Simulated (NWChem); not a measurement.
System: C2H5ClF2Si; SMILES C([Si@@H](C)Cl)(F)F

Input file for NWChem:

```
start job
memory heap 200 mb stack 900 mb global 1100 mb
geometry units angstroms noautoz
  C     -1.993436     1.094371     0.102642
  Si    -0.382197     0.459830    -0.580252
  Cl     1.206727     1.435549     0.310847
  C     -0.220392    -1.411336    -0.177051
  F      0.992869    -1.886738    -0.549939
  F     -0.361189    -1.601013     1.163025
  H     -2.080941     2.181611    -0.040815
  H     -2.054557     0.877878     1.179925
  H     -2.846938     0.610625    -0.398942
  H     -0.265407     0.622879    -2.055925
  H     -0.991962    -2.027194    -0.681847
end
basis spherical
  * library def2-svp
end
dft
  xc xctpssh
  iterations 150
  mulliken
end
task dft energy
```

NWChem printed, in part:

```
             Northwest Computational Chemistry Package (NWChem) 7.3.0
             --------------------------------------------------------

 C1  symmetry detected

                             Geometry "geometry" -> ""
                             -------------------------

 Output coordinates in angstroms (scale by  1.889725989 to convert to a.u.)

  No.       Tag          Charge          X              Y              Z
 ---- ---------------- ---------- -------------- -------------- --------------
    1 C                    6.0000    -2.01256062     1.04355855     0.08560575
    2 Si                  14.0000    -0.37651764     0.45958926    -0.58328950
    3 Cl                  17.0000     1.17455964     1.46598970     0.33979331
    4 C                    6.0000    -0.17064404    -1.41133763    -0.19954126
    5 F                    9.0000     1.05941538    -1.85033386    -0.56188211
    6 F                    9.0000    -0.32359566    -1.62049525     1.13629696
    7 H                    1.0000    -2.12684115     2.12975471    -0.04647646
    8 H                    1.0000    -2.08178792     0.81279598     1.15943063
    9 H                    1.0000    -2.84650249     0.54358657    -0.43269083
   10 H                    1.0000    -0.24511902     0.64310656    -2.05532601
   11 H                    1.0000    -0.91916585    -2.04118192    -0.72149108

 Effective nuclear repulsion energy (a.u.)     383.6681863393

                                 NWChem DFT Module
                                 -----------------

 Summary of "ao basis" -> "ao basis" (spherical)
 ------------------------------------------------------------------------------
       Tag                 Description            Shells   Functions and Types
 ---------------- ------------------------------  ------  ---------------------
 C                          def2-svp                 6       14   3s2p1d
 Si                         def2-svp                 8       18   4s3p1d
 Cl                         def2-svp                 8       18   4s3p1d
 F                          def2-svp                 6       14   3s2p1d
 H                          def2-svp                 3        5   2s1p

            General Information
            -------------------
          SCF calculation type: DFT
          Wavefunction type:  closed shell.
          No. of atoms     :    11
          No. of electrons :    66
           Alpha electrons :    33
            Beta electrons :    33
          Charge           :     0
          Spin multiplicity:     1
          Use of symmetry is: off; symmetry adaption is: off
          Maximum number of iterations: 150
          AO basis - number of functions:   117
                     number of shells:    55
          Convergence on energy requested:  1.00D-06
          Convergence on density requested:  1.00D-05
          Convergence on gradient requested:  5.00D-04

              XC Information
              --------------
                  TPSS hybrid Method XC Functional
                     Hartree-Fock (Exact) Exchange  0.100
                  TPSS metaGGA Exchange Functional  0.900
             TPSS03 metaGGA Correlation Functional  1.000

             Grid Information
             ----------------
          Grid used for XC integration:  medium
          Radial quadrature: Mura-Knowles
          Angular quadrature: Lebedev.
          Tag              B.-S. Rad. Rad. Pts. Rad. Cut. Ang. Pts.
          ---              ---------- --------- --------- ---------
          C                   0.70       49          11.0       434
          Si                  1.10       88           8.0       590
          Cl                  1.00       88          11.0       590
          F                   0.50       49          12.0       434
          H                   0.35       45          11.0       434
          Grid pruning is: on
          Number of quadrature shells:   597
          Spatial weights used:  Erf1

      Superposition of Atomic Density Guess
      -------------------------------------

 Sum of atomic energies:       -1024.39310237

      Non-variational initial energy
      ------------------------------

 Total energy =   -1026.558937
 1-e energy   =   -2181.612633
 2-e energy   =     771.385509
 HOMO         =      -0.297737
 LUMO         =       0.081423

     ---------------------------------------------
      Total Density - Mulliken Population Analysis
     ---------------------------------------------

    Atom       Charge   Shell Charges
 -----------   ------   -------------------------------------------------------
    1 C    6     6.59   1.99  0.96  0.27  2.12  1.23  0.01
    2 Si  14    13.14   2.00  1.99  1.01  0.16  5.93  1.04  0.80  0.21
    3 Cl  17    17.43   2.00  1.99  1.22  0.72  5.94  2.17  3.37  0.01
    4 C    6     5.34   1.99  0.90  0.28  1.48  0.61  0.09
    5 F    9     9.42   1.99  1.14  0.77  3.46  2.06  0.00
    6 F    9     9.43   1.99  1.14  0.78  3.46  2.06  0.00
    7 H    1     0.86   0.65  0.18  0.03
    8 H    1     0.86   0.65  0.19  0.03
    9 H    1     0.86   0.65  0.18  0.03
   10 H    1     1.09   0.70  0.37  0.01
   11 H    1     0.97   0.72  0.24  0.02

   convergence    iter        energy       DeltaE   RMS-Dens  Diis-err
 ---------------- ----- ----------------- --------- --------- ---------
 d= 0,ls=0.0,diis     1  -1028.1155925244 -1.41D+03  1.34D-02  1.00D+00
 d= 0,ls=0.0,diis     2  -1028.0157901771  9.98D-02  7.58D-03  2.25D+00
 d= 0,ls=0.0,diis     3  -1028.2343719699 -2.19D-01  9.73D-04  2.49D-02
 d= 0,ls=0.0,diis     4  -1028.2358384790 -1.47D-03  4.93D-04  4.94D-03
 d= 0,ls=0.0,diis     5  -1028.2363174283 -4.79D-04  1.08D-04  1.59D-04
  Resetting Diis
 d= 0,ls=0.0,diis     6  -1028.2363383652 -2.09D-05  1.84D-05  5.52D-06
 d= 0,ls=0.0,diis     7  -1028.2363389585 -5.93D-07  1.08D-05  8.13D-07
 d= 0,ls=0.0,diis     8  -1028.2363388796  7.89D-08  6.21D-06  1.72D-06

         Total DFT energy =    -1028.236338879610
      One electron energy =    -2184.737781210683
           Coulomb energy =      855.743757418452
    Exchange-Corr. energy =      -82.910501426677
 Nuclear repulsion energy =      383.668186339298

 Numeric. integr. density =       66.000009568937

                       DFT Final Molecular Orbital Analysis
                       ------------------------------------

 Vector   31  Occ=2.000000D+00  E=-3.213663D-01
              MO Center=  8.5D-01,  8.4D-01,  2.2D-01, r^2= 3.1D+00
   Bfn.  Coefficient  Atom+Function         Bfn.  Coefficient  Atom+Function
  ----- ------------  ---------------      ----- ------------  ---------------
    44      0.432944   3 Cl py               41      0.322234   3 Cl py
    45     -0.240664   3 Cl pz               43     -0.238780   3 Cl px
    38      0.188100   3 Cl py               40     -0.185413   3 Cl px
    42     -0.185332   3 Cl pz               69     -0.170936   5 F  py
    83     -0.148989   6 F  py               26      0.132458   2 Si py

 Vector   32  Occ=2.000000D+00  E=-3.013244D-01
              MO Center=  4.7D-01,  1.2D+00, -7.3D-03, r^2= 3.1D+00
   Bfn.  Coefficient  Atom+Function         Bfn.  Coefficient  Atom+Function
  ----- ------------  ---------------      ----- ------------  ---------------
    45      0.444542   3 Cl pz               42      0.327377   3 Cl pz
    43     -0.328786   3 Cl px               40     -0.239123   3 Cl px
     4     -0.195794   1 C  px               39      0.190593   3 Cl pz
   108      0.188901  10 H  s                 3     -0.163455   1 C  s
   109      0.158063  10 H  s                37     -0.139490   3 Cl px

 Vector   33  Occ=2.000000D+00  E=-2.771754D-01
              MO Center=  3.1D-02, -6.4D-01, -1.1D-01, r^2= 3.6D+00
   Bfn.  Coefficient  Atom+Function         Bfn.  Coefficient  Atom+Function
  ----- ------------  ---------------      ----- ------------  ---------------
    55      0.345267   4 C  py               69      0.288286   5 F  py
    83      0.280437   6 F  py               44      0.265426   3 Cl py
    53      0.227696   4 C  s                23     -0.217632   2 Si py
   113     -0.218714  11 H  s                72     -0.215239   5 F  py
    86     -0.207482   6 F  py               41      0.190749   3 Cl py

 Vector   34  Occ=0.000000D+00  E= 6.464196D-03
              MO Center= -2.5D-01,  3.3D-01, -5.4D-01, r^2= 3.7D+00
   Bfn.  Coefficient  Atom+Function         Bfn.  Coefficient  Atom+Function
  ----- ------------  ---------------      ----- ------------  ---------------
    25      0.894044   2 Si px               36     -0.531667   3 Cl s
    26      0.525515   2 Si py               43      0.397473   3 Cl px
     3      0.394823   1 C  s                27      0.391365   2 Si pz
    17      0.376486   2 Si s                44      0.288527   3 Cl py
    45      0.274679   3 Cl pz               53      0.266343   4 C  s

 Vector   35  Occ=0.000000D+00  E= 3.205105D-02
              MO Center= -8.7D-01,  4.6D-01, -3.7D-01, r^2= 5.3D+00
   Bfn.  Coefficient  Atom+Function         Bfn.  Coefficient  Atom+Function
  ----- ------------  ---------------      ----- ------------  ---------------
     3      1.826361   1 C  s                26     -0.730725   2 Si py
    25      0.609530   2 Si px              104     -0.602651   9 H  s
    94     -0.589771   7 H  s                99     -0.476697   8 H  s
    27     -0.359478   2 Si pz               18     -0.307771   2 Si s
    53     -0.296551   4 C  s                59     -0.263392   4 C  pz

[...]
```

Level: TPSSh/def2-SVP. All runs use the structure optimised with PBE0/def2-SVP.
